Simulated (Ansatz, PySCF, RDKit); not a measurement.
Pair of molecules: GeH4 (SMILES [GeH4]) (first 5 atoms) with CH2O2 (SMILES O=CO); geometry from B3LYP-D3(BJ)/def2-TZVP, rigid monomers moved along the line of their centres of mass till H5···H10 is 1.73 Å.
(charge 0, multiplicity 1):
```xyz
10

Ge    -0.28487     0.14269     0.13679
H     -0.81389    -0.21854    -1.26178
H     -0.68263     1.57599     0.49631
H      1.23216    -0.05082     0.19212
H     -0.95350    -0.83098     1.13506
O      0.81776     0.91156     3.00472
C      0.39418     0.24900     3.91015
O     -0.47875    -0.75952     3.79035
H      0.66784     0.38221     4.96456
H     -0.70357    -0.85439     2.84591
```

Monomers are frozen at their geometry in the pair; levels with a basis set take the counterpoise correction. Rows marked so take none. RDKit's UFF carries no charges.

Rows in STO-3G carry no dispersion term and start afresh at each structure; the Pople sets are all-electron and without relativity.

The values were computed with Ansatz (a first-principles code); PySCF for STO-3G rows, the dispersion terms; RDKit for the force fields. Each number belongs to the level named beside it.

Give the interaction energy at the level B3LYP-D4/def2-TZVPPD.

-9 kJ/mol

Estimate the interaction energy that UFF returns for this input.

80 kJ/mol

What is the computed interaction energy (HF/STO-3G (no counterpoise))?

6 kJ/mol
